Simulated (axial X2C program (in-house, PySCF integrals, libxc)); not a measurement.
# Testing model relations on MnF⁺

A bond curve at the CCSD level, 2c, was computed with an in-house relativistic program for diatomic molecules (basis Mn dyall-cv3z [9s10p6d3f2g], F dyall-av3z [7s6p3d2f] (cores contracted in-house)) for the state Ω = 5/2 (⟨Sz⟩ = 2.50, ⟨Lz⟩ = 0.00 at HF). Its fit gives Re = 1.7583 Å, ωe = 738.7 cm⁻¹, ωexe = 2.97 cm⁻¹ and αe = 2.289e-03 cm⁻¹; the masses are 54.9380 and 18.9984 u. Two-component means X2C with spin–orbit coupling and atomic mean-field Coulomb and Gaunt terms.

Correlated methods: 13 electrons correlated (number of frozen shells: Mn 3 s, 2 p; F 1 s), 261 virtual spin orbitals or spinors in MP2, 90 natural virtuals in coupled cluster.

Question: Find the reduced mass, Be and the force constant.

Answer: From the CCSD values: μ = 14.1166 u. Be = 16.8576/(μ Re²) = 0.3863 cm⁻¹. k = 5.8918×10⁻⁷ μ ωe² = 4.54 mdyn/Å.

Question: A Morse curve ties αe to the other constants (Pekeris). How well does that hold?

Answer: αe(Morse) = 6Be²/ωe × (√(ωexe/Be) − 1) = 2.148e-03 cm⁻¹; the CCSD curve gives 2.289e-03 cm⁻¹, a ratio of 0.94.

Question: Where do the fundamental and the first overtone lie?

Answer: ν(1←0) = ωe − 2ωexe = 732.8 cm⁻¹; ν(2←0) = 2ωe − 6ωexe = 1459.6 cm⁻¹.

Question: Estimate De from a Morse curve and compare with the computed well depth of 3.705 eV to Mn+ + F.

Answer: De(Morse) = ωe²/(4ωexe) = 5.695 eV against 3.705 eV computed, a ratio of 1.54. The extrapolation overshoots: the well softens faster than a Morse curve, or the lowest atomic limit lies below the one to which the curve heads.

Question: Estimate the centrifugal constant by the Kratzer relation.

Answer: D = 4Be³/ωe² = 4.22e-07 cm⁻¹.

One determinant describes the state; a PBE0 search over occupations chose it and may have missed a lower one. De is counted from the lowest determinant-based energies of the atoms at the same level, without counterpoise correction. CCSD ran in a truncated set of natural virtual spinors with an MP2 remainder; without triples it tends to underbind. With several unpaired electrons one determinant need not be a pure state. This is the top spin component of a Σ state; components of lower Ω are not single determinants and can lie lower.
